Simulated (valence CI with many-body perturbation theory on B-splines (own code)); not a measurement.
## Ir XLV: calculated level list

Calculated by relativistic CI+MBPT: five valence electrons over a frozen Dirac-Fock core [Ar] 3d10, a basis of 9 s, 9 p, 8 d, 6 f, 3 g, 1 h functions for each j, with the one-electron correlation potential Σ1 (screened to all orders), the two-electron term Σ2, the three-electron term Σ3, Breit, model QED; selected single and double excitations, second order for the rest (own B-spline code, finite nucleus).

The last digits are not significant, and no measured levels were compared; by estimate large intervals hold to a few tenths of a per cent, small ones and those within an open d or f shell to about a per cent. Among the levels kept, up to 310 cm⁻¹ of a level comes from second order outside the variational space, and about a tenth of that is noise between levels of different J, which matters for small intervals.

Levels 46 to 54 of 54, with energies above the lowest level, (4s^2 4p1/2^2 4p3/2) J=3/2. "Leading %" is the weight of the configuration and term that name the level; weights of strongly mixed levels are sums over their largest components and can fall short. In the jj column 3d3/2^4 stands for four electrons in 3d with j = 3/2.

```json
{"No.": "46", "Configuration": "4s2 4p2 4d", "Term": "2D", "J": "3/2", "E (eV)": "419.18", "Leading %": "68", "Leading jj": "4s^2 4p3/2^2 4d3/2 (92 %)", "g": "0.862"}
{"No.": "47", "Configuration": "4s 4p3 4d", "Term": "2F°", "J": "7/2", "E (eV)": "419.98", "Leading %": "35", "Leading jj": "4s 4p1/2^2 4p3/2 4d5/2 (83 %)", "g": "1.218"}
{"No.": "48", "Configuration": "4s2 4p2 4d", "Term": "2F", "J": "7/2", "E (eV)": "420.19", "Leading %": "53", "Leading jj": "4s^2 4p3/2^2 4d5/2 (96 %)", "g": "1.224"}
{"No.": "49", "Configuration": "4s2 4p2 4d", "Term": "4F", "J": "9/2", "E (eV)": "421.27", "Leading %": "60", "Leading jj": "4s^2 4p3/2^2 4d5/2 (98 %)", "g": "1.243"}
{"No.": "50", "Configuration": "4s2 4p2 4d", "Term": "2P", "J": "1/2", "E (eV)": "423.42", "Leading %": "49", "Leading jj": "4s^2 4p3/2^2 4d5/2 (88 %)", "g": "1.323"}
{"No.": "51", "Configuration": "4s 4p3 4d", "Term": "4D°", "J": "7/2", "E (eV)": "427.55", "Leading %": "26", "Leading jj": "4s 4p1/2^2 4p3/2 4d5/2 (86 %)", "g": "1.194"}
{"No.": "52", "Configuration": "4s 4p3 4d", "Term": "2P°", "J": "1/2", "E (eV)": "430.75", "Leading %": "46", "Leading jj": "4s 4p1/2^2 4p3/2 4d5/2 (93 %)", "g": "0.609"}
{"No.": "53", "Configuration": "4s 4p3 4d", "Term": "2P°", "J": "3/2", "E (eV)": "433.59", "Leading %": "24", "Leading jj": "4s 4p1/2^2 4p3/2 4d5/2 (90 %)", "g": "1.349"}
{"No.": "54", "Configuration": "4s2 4p2 4d", "Term": "2D", "J": "5/2", "E (eV)": "435.41", "Leading %": "76", "Leading jj": "4s^2 4p3/2^2 4d5/2 (98 %)", "g": "1.204"}
```
